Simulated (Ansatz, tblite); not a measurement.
Cost and result up the ladder for Cd₄ (4 atoms). Total charge 0; singlet. Geometry: B3LYP/def2-SVP.

Cartesian coordinates in Å:
```
Cd -1.930 -0.197 -0.916
Cd -0.238 0.324 2.107
Cd 1.036 1.666 -0.867
Cd 1.132 -1.793 -0.324
```

Ansatz on 4 threads of Arm Neoverse V1 on a shared host; xTB runs through tblite on one thread. Times are rough, summed over both states, and most runs start from the orbitals of an earlier one. PBE0/def2-TZVP serves as the yardstick here, not as an exact answer. The other state is a doublet.

In the def2 sets Cd takes a core potential; there is no spin–orbit coupling. The xTB rows come from tblite. HOMO above LUMO, or a gap near zero within one spin, warns that the state may not be the lowest or that an electron is smeared out. The structure comes from a short search, and lower isomers may exist.

Raw xTB energies of ions are shifted by several eV.

| level | functions | wall time | vertical IE (eV) | difference from PBE0/def2-TZVP (eV) | remarks |
| --- | --- | --- | --- | --- | --- |
| GFN1-xTB | 16 | 0.004 s | 13.60 | 6.16 | – |
| GFN2-xTB | 16 | 0.004 s | 10.27 | 2.83 | – |
| PBE/def2-TZVP (with forces) | 160 | 6.3 s | 7.47 | 0.04 | gap within one spin near zero (+1 doublet) |
| PBE0/def2-TZVP | 160 | 11 s | 7.44 | 0.00 | – |
| r2SCAN/def2-TZVP | 160 | 17 s | 7.51 | 0.07 | – |
